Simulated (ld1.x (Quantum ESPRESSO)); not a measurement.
## Pseudopotential generation for titanium: TM, LDA (PZ), scalar-relativistic.

ld1.x (Quantum ESPRESSO) 7.5 input, shortened:

```
&input
   title='Ti', zed=22., rel=1, dft='PZ', iswitch=3,
   config='[Ar] 3d2 4s2 4p0 4f-2'
 /
 &inputp
   pseudotype=2, tm=.true., lloc=-1, rcloc=2.05,
   nlcc=.true., rcore=1.50
 /
4
4S  1  0   2.00   0.00  2.10  2.10  0.0
3P  2  1   6.00   0.00  1.55  1.55  0.0
3D  3  2   2.00   0.00  2.15  2.15  0.0
4F  4  3  -2.00   0.05  1.95  1.95  0.0
 &test
   configts(1)='3p6 3d2 4s2 4p0'
 /
```

All-electron outer shells of the reference configuration (LDA (PZ), scalar-relativistic, ld1.x):

```csv
shell,level (eV),outermost node (bohr),outermost maximum (bohr)
2p,-443.98,–,0.22
3s,-62.26,0.40,0.87
3p,-38.78,0.37,0.90
4s,-4.60,1.25,2.88
3d,-4.46,–,0.97
4p,-1.54,1.39,3.80
```

(1) Estimate the cutoffs (Ry, on a coarse ladder) from which the occupation-weighted sum of valence levels, in a spherical-Bessel basis at the reference potential, stays within 10 and 1 mRy of its value at 400 Ry.

(2) What does a ghost test show?

## Answers

(1) 50 Ry and 80 Ry.

(2) Ghost state, extra bound levels that the all-electron valence spectrum of the same l lacks: s at -6.0 eV. A true bound ghost makes a file unfit for plane-wave use.

Its largest configuration-test error is -95 meV (3p6 3d2 4s0 4p1). 5 of 9 tests not solved or not reliable. Not counted: 3p6 3d2.5 4s1.5 4p0 (solver errors, printed error -998 eV); 3p6 3d1 4s2 4p1 (solver errors, printed error -696 eV); 3p6 3d1 4s2 4p0 (solver errors, printed error -37.4 eV); 2 more.
